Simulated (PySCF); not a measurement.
Atom-mapped SMILES (the numbers label the heavy atoms): `[CH3:1][S+:2]([CH3:3])[BH2-:4][Cl:5]`. Hydrogens are named by the atom that carries them.

Geometry: PBE0-D3(BJ)/def2-SVP; GIAO absolute shieldings from PySCF 2.14, gas phase, non-relativistic, averaged over equivalent atoms.

At WP04/pcSseg-1 (139 basis functions, 6.8 s wall time on 1 thread of an AMD EPYC 9R45 96-Core, shared host):
```csv
atoms,σ (ppm)
C1/C3,148.7
S2,455.5
B4,101.7
Cl5,1017.8
H(B4),28.68
H(C1)/H(C3),29.44
```

Q: Predict the values at PBE0/IGLO-III on the same geometry.

A: 
```csv
atoms,σ at PBE0/IGLO-III,change
C1/C3,162.7,+14.0
S2,497.8,+42.3
B4,110.7,+9.0
Cl5,1042.0,+24.2
H(B4),27.96,-0.72
H(C1)/H(C3),29.16,-0.28
```

The largest change is at S2 (sulfur bonded to 2 C, B). Cost: 273 basis functions, 27 s wall time on 1 thread of an Arm Neoverse V2, shared host.
